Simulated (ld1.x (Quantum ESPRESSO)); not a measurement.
## An all-electron radial function and its pseudo partner (iridium)

Columns: radius, all-electron u(r) and pseudo u(r) of the 6p shell (level -10.78 eV) of iridium in the configuration [Xe] 4f14 5d7 6s0.5 6p0; LDA (PZ), scalar-relativistic, TM scheme, ld1.x (Quantum ESPRESSO) 7.5.

```
r (bohr)  all-electron  pseudo
   0.125       -0.1151  0.0024
   0.250        0.0725  0.0097
   0.375        0.1707  0.0214
   0.500        0.0355  0.0373
   0.625       -0.1392  0.0566
   0.750       -0.2533  0.0790
   0.875       -0.2894  0.1037
   1.000       -0.2622  0.1305
   1.125       -0.1931  0.1592
   1.250       -0.1009  0.1902
   1.375        0.0008  0.2237
   1.500        0.1026  0.2605
   1.625        0.1990  0.3010
   1.750        0.2867  0.3454
   1.875        0.3640  0.3929
   2.000        0.4304  0.4417
   2.125        0.4858  0.4889
   2.250        0.5307  0.5311
   2.375        0.5658  0.5658
   2.500        0.5920  0.5920
   2.625        0.6099  0.6099
   2.750        0.6207  0.6207
   2.875        0.6251  0.6251
   3.000        0.6238  0.6238
   3.125        0.6179  0.6179
   3.250        0.6079  0.6079
```

**Question.** How many radial nodes do the two functions have?

**Answer.** The all-electron 6p function has n − l − 1 = 4 (the table is too coarse to show those close to the nucleus); the pseudo-wave has 0, since the states of the same l below it are removed with the core.

**Question.** At about which radius was the pseudo-wave matched?

**Answer.** 2.50 bohr. The columns agree to 0.0005 from 2.25 bohr on; several derivatives are matched, so the curves merge somewhat inside the radius.

**Question.** Is the pseudo-wave norm-conserving?

**Answer.** Yes: the TM scheme keeps the norm inside the radius equal to the all-electron one, which fixes the energy derivative of the logarithmic derivative at the level.
